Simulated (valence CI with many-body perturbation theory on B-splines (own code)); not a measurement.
**E1 transitions of Sn¹⁶⁺**

Calculated by configuration interaction combined with many-body perturbation theory (CI+MBPT): six valence electrons over a frozen Dirac-Fock core [Ar] 3d10, radial functions for each j: 9 s, 9 p, 8 d, 6 f, 3 g, 1 h, with the one-electron correlation potential Σ1 (screened to all orders), the two-electron term Σ2, the three-electron term Σ3, Breit, model QED; selected single and double excitations, second order for the rest, scaled by the run's own slope (own B-spline code, finite nucleus).

No measured spectrum was set against this ion. As an estimate, levels hold to about 250 cm⁻¹ or 0.2 % of their energy and the worst to 1 %, as in measured heavy ions of charge 2 to 7; those with d or f electrons hold less well. Among the levels kept, up to 1100 cm⁻¹ of a level comes from second order outside the variational space, and about a tenth of that is noise between levels of different J, which matters for small intervals.

Lines 1 to 50 of 85 in falling wavelength, among levels below 95.454 eV, chosen from the strongest by gf and those to the six lowest levels. Wavelengths and rates use the calculated energies, so an error of 1000 cm⁻¹ moves a line at 37.51 nm by 0.38 % and its rate by three times that or more. Electric multipoles are in the length gauge, E1 and E2 with the static RPA response of the core. Weak lines are less certain than strong ones. Lines between different terms over intervals too small for the method are left out, as are lines whose strength nearly cancels. The highest levels of a list are the least certain.

Names give the largest LS component (configuration and term), which can be under half, so a name can repeat, a term be missing and a line seem to break the LS rules; names also repeat where a configuration has a term twice. Letters in brackets count levels of one name in rising energy.

```csv
λ vac (nm),Upper,Lower,A (s⁻¹),S (a.u.)
37.51,4s4p⁵ ³P°_1,4s²4p⁴ ¹S_0,1.47e+08,1.15e-02
30.72,4s4p⁵ ³P°_2,4s²4p⁴ ¹D_2,1.16e+09,8.32e-02
28.89,4s4p⁵ ³P°_2,4s²4p⁴ ³P_1,2.19e+09,1.31e-01
28.03,4s4p⁵ ¹P°_1,4s²4p⁴ ¹S_0,1.86e+09,6.06e-02
27.91,4s4p⁵ ³P°_1,4s²4p⁴ ¹D_2,1.23e+09,3.95e-02
26.40,4s4p⁵ ³P°_1,4s²4p⁴ ³P_1,2.12e+09,5.77e-02
26.14,4s²4p³4d ⁵D°_1,4s²4p⁴ ¹S_0,7.78e+06,2.06e-04
23.84,4s4p⁵ ³P°_2,4s²4p⁴ ³P_2,8.09e+09,2.70e-01
23.81,4s4p⁵ ³P°_1,4s²4p⁴ ³P_0,3.61e+09,7.22e-02
23.63,4s4p⁵ ³P°_0,4s²4p⁴ ³P_1,1.30e+10,8.45e-02
22.96,4s²4p³4d ³D°_1 [a],4s²4p⁴ ¹S_0,1.74e+06,3.12e-05
22.31,4s4p⁵ ¹P°_1,4s²4p⁴ ¹D_2,2.32e+10,3.82e-01
22.12,4s4p⁵ ³P°_1,4s²4p⁴ ³P_2,1.12e+10,1.80e-01
21.55,4s²4p³4d ⁵D°_2 [a],4s²4p⁴ ¹D_2,2.75e+06,6.79e-05
21.53,4s²4p³4d ³D°_1 [b],4s²4p⁴ ¹S_0,2.11e+08,3.12e-03
21.38,4s²4p³4d ⁵D°_3,4s²4p⁴ ¹D_2,2.01e+07,6.79e-04
21.33,4s4p⁵ ¹P°_1,4s²4p⁴ ³P_1,1.02e+09,1.46e-02
21.09,4s²4p³4d ⁵D°_1,4s²4p⁴ ¹D_2,1.04e+09,1.44e-02
20.63,4s²4p³4d ⁵D°_2 [a],4s²4p⁴ ³P_1,3.63e+06,7.87e-05
20.45,4s²4p³4d ⁵D°_0,4s²4p⁴ ³P_1,2.04e+09,8.61e-03
20.30,4s²4p³4d ⁵D°_2 [b],4s²4p⁴ ¹D_2,2.99e+08,6.19e-03
20.21,4s²4p³4d ⁵D°_1,4s²4p⁴ ³P_1,4.22e+08,5.16e-03
20.02,4s²4p³4d ³P°_1 [a],4s²4p⁴ ¹S_0,6.63e+08,7.88e-03
19.61,4s4p⁵ ¹P°_1,4s²4p⁴ ³P_0,1.12e+07,1.24e-04
19.49,4s²4p³4d ⁵D°_2 [b],4s²4p⁴ ³P_1,2.44e+08,4.46e-03
19.23,4s²4p³4d ³G°_3,4s²4p⁴ ¹D_2,6.26e+07,1.54e-03
18.97,4s²4p³4d ³D°_1 [a],4s²4p⁴ ¹D_2,1.54e+08,1.56e-03
18.89,4s²4p³4d ³F°_2 [a],4s²4p⁴ ¹D_2,8.45e+06,1.40e-04
18.66,4s²4p³4d ⁵D°_1,4s²4p⁴ ³P_0,7.80e+08,7.50e-03
18.59,4s²4p³4d ³F°_3 [a],4s²4p⁴ ¹D_2,1.46e+08,3.24e-03
18.46,4s²4p³4d ³P°_1 [b],4s²4p⁴ ¹S_0,1.08e+08,1.01e-03
18.44,4s4p⁵ ¹P°_1,4s²4p⁴ ³P_2,2.11e+09,1.96e-02
18.39,4s²4p³4d ³D°_3 [a],4s²4p⁴ ¹D_2,9.38e+07,2.02e-03
18.26,4s²4p³4d ³D°_1 [a],4s²4p⁴ ³P_1,8.46e+05,7.62e-06
18.18,4s²4p³4d ³F°_2 [a],4s²4p⁴ ³P_1,8.84e+07,1.31e-03
18.13,4s²4p³4d ¹S°_0,4s²4p⁴ ³P_1,3.52e+08,1.03e-03
18.02,4s²4p³4d ³S°_1,4s²4p⁴ ¹S_0,1.03e+09,8.91e-03
17.98,4s²4p³4d ³D°_1 [b],4s²4p⁴ ¹D_2,4.59e+09,3.95e-02
17.92,4s²4p³4d ⁵D°_2 [a],4s²4p⁴ ³P_2,1.47e+09,2.08e-02
17.81,4s²4p³4d ⁵D°_3,4s²4p⁴ ³P_2,1.01e+09,1.96e-02
17.60,4s²4p³4d ⁵D°_1,4s²4p⁴ ³P_2,8.26e+09,6.67e-02
17.34,4s²4p³4d ³D°_1 [b],4s²4p⁴ ³P_1,9.36e+06,7.22e-05
17.22,4s²4p³4d ³F°_2 [b],4s²4p⁴ ¹D_2,4.31e+08,5.44e-03
17.05,4s²4p³4d ⁵D°_2 [b],4s²4p⁴ ³P_2,9.67e+09,1.18e-01
16.98,4s²4p³4d ³D°_1 [a],4s²4p⁴ ³P_0,1.26e+09,9.16e-03
16.92,4s²4p³4d ³P°_1 [a],4s²4p⁴ ¹D_2,1.35e+10,9.70e-02
16.63,4s²4p³4d ³F°_2 [b],4s²4p⁴ ³P_1,1.32e+09,1.50e-02
16.50,4s²4p³4d ³D°_2,4s²4p⁴ ¹D_2,1.37e+07,1.52e-04
16.35,4s²4p³4d ³P°_1 [a],4s²4p⁴ ³P_1,8.53e+09,5.52e-02
16.29,4s²4p³4d ³G°_3,4s²4p⁴ ³P_2,9.53e+09,1.42e-01
```
